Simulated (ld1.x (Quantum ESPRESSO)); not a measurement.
An all-electron radial function and its pseudo partner (magnesium)

Columns: radius, all-electron u(r) and pseudo u(r) of the 3s shell (level -4.67 eV) of magnesium in the configuration [Ne] 3s2 3p0; PBEsol, non-relativistic, TM scheme, ld1.x (Quantum ESPRESSO) 7.5.

| r (bohr) | all-electron | pseudo |
| --- | --- | --- |
| 0.165 | 0.0186 | 0.0244 |
| 0.330 | -0.1907 | 0.0503 |
| 0.495 | -0.2396 | 0.0793 |
| 0.660 | -0.1752 | 0.1132 |
| 0.825 | -0.0612 | 0.1535 |
| 0.990 | 0.0649 | 0.2014 |
| 1.155 | 0.1843 | 0.2571 |
| 1.320 | 0.2888 | 0.3190 |
| 1.485 | 0.3759 | 0.3836 |
| 1.650 | 0.4459 | 0.4453 |
| 1.815 | 0.5004 | 0.4990 |
| 1.980 | 0.5414 | 0.5408 |
| 2.145 | 0.5700 | 0.5699 |
| 2.310 | 0.5877 | 0.5877 |
| 2.475 | 0.5959 | 0.5959 |
| 2.640 | 0.5962 | 0.5962 |
| 2.805 | 0.5899 | 0.5899 |
| 2.970 | 0.5782 | 0.5782 |
| 3.135 | 0.5622 | 0.5622 |
| 3.300 | 0.5428 | 0.5428 |
| 3.465 | 0.5210 | 0.5210 |
| 3.630 | 0.4973 | 0.4973 |
| 3.795 | 0.4725 | 0.4725 |
| 3.960 | 0.4470 | 0.4470 |
| 4.125 | 0.4213 | 0.4213 |
| 4.290 | 0.3957 | 0.3957 |

Task: How many radial nodes do the two functions have?

Result: The all-electron 3s function has n − l − 1 = 2; the pseudo-wave has 0, since the states of the same l below it are removed with the core.

Task: At about which radius was the pseudo-wave matched?

Result: 2.40 bohr. The columns agree to 0.0005 from 2.15 bohr on; several derivatives are matched, so the curves merge somewhat inside the radius.

Task: Where does each function peak?

Result: Outermost all-electron maximum near 2.64 bohr, pseudo maximum near 2.64 bohr (to the table’s step).

Task: Is the pseudo-wave norm-conserving?

Result: Yes: the TM scheme keeps the norm inside the radius equal to the all-electron one, which fixes the energy derivative of the logarithmic derivative at the level.
